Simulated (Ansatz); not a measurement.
Ansatz (a program for electronic structure) input file for dichloro(silyloxy)silane (Cl₂H₄OSi₂), SMILES [SiH3]O[SiH](Cl)Cl, PBE0/def2-SVPD. Coordinates come from a ωB97X-D3(BJ)/def2-SVP optimisation. Other conformers were not sampled.

Ansatz 0.2 input:
```yaml
crystal:
  periodic: [false, false, false]
  atoms:
    - {symbol: Si, position_ang: [-2.25512562, -0.61371741, 0.35325836]}
    - {symbol: O, position_ang: [-0.83534470, -0.01462667, 1.01763495]}
    - {symbol: Si, position_ang: [0.63425258, 0.42154841, 0.45818426]}
    - {symbol: Cl, position_ang: [0.38655760, 1.48255504, -1.28189398]}
    - {symbol: Cl, position_ang: [1.73174729, -1.25138808, 0.01943759]}
    - {symbol: H, position_ang: [-1.92872992, -1.45248293, -0.83275766]}
    - {symbol: H, position_ang: [-3.12476506, 0.52207605, -0.05242970]}
    - {symbol: H, position_ang: [-2.92933348, -1.43042626, 1.39391495]}
    - {symbol: H, position_ang: [1.34662526, 1.23837443, 1.45175491]}
basis:
  gaussian:
    orbitals: def2-SVPD
hamiltonian:
  xc: {name: PBE0}
```

Program output:

```
WARN ansatz: RAYON_NUM_THREADS=1 ignored (pool sized by the plan → 1); use --threads N
Functional definition: PBE0
integrals: 0.12 GiB planned
1503 factors; their error is unknown
mean field: 0.94 GiB planned
mean field evaluation 1: about -42882.0941 eV, gradient 5.0e1 eV
mean field evaluation 2: about -42871.9242 eV, gradient 8.8e1 eV
mean field evaluation 4: about -42886.3552 eV, gradient 3.1e0 eV
mean field evaluation 8: about -42886.3797 eV, gradient 1.4e-2 eV
mean field -42886.67740853 eV, -1576.0563251295 hartree, gradient 7.5e-5 eV, S^2 0.000000; 0 other end points of the search recorded, 0 dependent functions left out
reference -42886.67745264 eV, -1576.0563267506 hartree; 37, 37 occupied and 120, 120 virtual orbitals, 1503 factors
Total energy: -42886.67745264 eV, -1576.0563267506 hartree
```

The run converged.

Cost: very roughly 8 core-seconds.
